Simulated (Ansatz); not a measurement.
Ansatz (a first-principles code) input for hydrogen bromide cation (BrH), SMILES Br (connectivity only; charge and spin as stated), charge +1, multiplicity 2, B3LYP-D3(BJ)/def2-TZVPD. 

Ansatz 0.2 input:
```yaml
crystal:
  periodic: [false, false, false]
  atoms:
    - {symbol: Br, position_ang: [0.00000000, 0.00000000, -0.04028485]}
    - {symbol: H, position_ang: [0.00000000, 0.00000000, 1.40996978]}
basis:
  gaussian:
    orbitals: def2-TZVPD
hamiltonian:
  xc: b3lyp
  dispersion: d3bj
total_charge: 1
magnetization: {spin_polarized: true, initial_magnetization: 1}
relax: {f_tol: 0.002, max_steps: 200}
```

Output:

```
WARN ansatz: RAYON_NUM_THREADS=1 ignored (pool sized by the plan → 1); use --threads N
Functional definition: B3LYP
integrals: 0.01 GiB planned
507 factors; their error is unknown
mean field: 0.20 GiB planned
mean field evaluation 1: about -70050.9630 eV, gradient 1.1e1 eV
mean field evaluation 2: about -70051.2902 eV, gradient 1.1e1 eV
mean field evaluation 4: about -70051.5533 eV, gradient 2.0e-1 eV
mean field evaluation 8: about -70051.8110 eV, gradient 6.0e-3 eV
mean field -70051.81104276 eV, -2574.3565729986 hartree, gradient 6.3e-6 eV, S^2 0.752666; 0 other end points of the search recorded, 0 dependent functions left out
the calculation of the forces begins
reference -70051.81119913 eV, -2574.3565787452 hartree; 18, 17 occupied and 48, 49 virtual orbitals, 507 factors
relax step   1: F+E_penalty+E_count = -70051.82967990 eV  Δ(F+E_penalty+E_count) = +0.000e0 eV  max|allowed force component| = 2.077e-1 eV/Å  Δτ_max = 0.0000 Å  (30 SCF iters, accepted)
these checks for a lower state are left out or cut short: starts, cluster_reference, orbital_swaps, neighbouring_geometries, increment
integrals: 0.01 GiB planned
507 factors; their error is unknown
mean field: 0.20 GiB planned
mean field evaluation 16: about -70051.5542 eV, gradient 3.6e-1 eV
mean field -70051.81197632 eV, -2574.3566073062 hartree, gradient 4.4e-6 eV, S^2 0.752679; 0 other end points of the search recorded, 0 dependent functions left out
the calculation of the forces begins
reference -70051.81213279 eV, -2574.3566130562 hartree; 18, 17 occupied and 48, 49 virtual orbitals, 507 factors
relax step   2: F+E_penalty+E_count = -70051.83061233 eV  Δ(F+E_penalty+E_count) = -9.324e-4 eV  max|allowed force component| = 4.691e-2 eV/Å  Δτ_max = 0.0037 Å  (36 SCF iters, accepted)
these checks for a lower state are left out or cut short: starts, cluster_reference, orbital_swaps, neighbouring_geometries, increment
integrals: 0.01 GiB planned
507 factors; their error is unknown
mean field: 0.20 GiB planned
mean field -70051.81202811 eV, -2574.3566092095 hartree, gradient 4.5e-6 eV, S^2 0.752683; 0 other end points of the search recorded, 0 dependent functions left out
the calculation of the forces begins
reference -70051.81218460 eV, -2574.3566149605 hartree; 18, 17 occupied and 48, 49 virtual orbitals, 507 factors
relax step   3: F+E_penalty+E_count = -70051.83066379 eV  Δ(F+E_penalty+E_count) = -5.146e-5 eV  max|allowed force component| = 4.245e-4 eV/Å  Δτ_max = 0.0011 Å  (36 SCF iters, accepted)
integrals: 0.01 GiB planned
507 factors; their error is unknown
mean field: 0.20 GiB planned
mean field evaluation 32: about -70051.5544 eV, gradient 2.3e-1 eV
mean field -70051.81202811 eV, -2574.3566092095 hartree, gradient 4.5e-6 eV, S^2 0.752683; 1 other end points of the search recorded, 0 dependent functions left out
the calculation of the forces begins
reference -70051.81218460 eV, -2574.3566149605 hartree; 18, 17 occupied and 48, 49 virtual orbitals, 507 factors
Total energy: -70051.83082028 eV, -2574.3572998090 hartree
Atom 0 at    -0.000000    -0.000000    -0.045050 Å, force     0.000000     0.000000    -0.000424 eV/Å
Atom 1 at     0.000000     0.000000     1.414735 Å, force    -0.000000    -0.000000     0.000424 eV/Å
Dipole moment:    -0.000000    -0.000000     0.296363 e Å
```

Self-consistency was reached.
